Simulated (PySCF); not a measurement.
Correlation energy of Ba (barium, neutral)

[Xe] 5d1 6s1, 6s spin antiparallel (an excited configuration). All numbers are calculated (PySCF 2.14, scalar relativity by spin-free X2C-1e, in x2c-TZVPPall). Frozen: [Xe]; 2 electrons correlated.

Total MP2 correlation energy: -7.89 mhartree.

Same-spin part 0.00 and opposite-spin part -7.89 mhartree; SCS-MP2 scales them by 1/3 and 6/5 to -9.47 mhartree.
